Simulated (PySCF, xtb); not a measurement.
CH6Zr, SMILES [CH3][ZrH3], multiplicity 1.

Harmonic wavenumbers (cm⁻¹) from GFN2-xTB (xtb) at its own minimum, in rising order: 84, 388, 389, 410, 465, 466, 520, 591, 592, 1149, 1187, 1188, 1246, 1455, 1455, 2837, 2838, 2844.

Task: What does PySCF with PBE-D3(BJ)/def2-TZVP give at its own minimum? (An estimate is asked for; the answer gives what the named calculation found.)

Result: 146, 247, 247, 467, 473, 473, 567, 611, 611, 1099, 1351, 1351, 1619, 1619, 1659, 2918, 3011, 3011. Paired by order, the mean absolute difference is 114 cm⁻¹ and the zero-point energies are 28.7 and 30.7 kcal/mol.
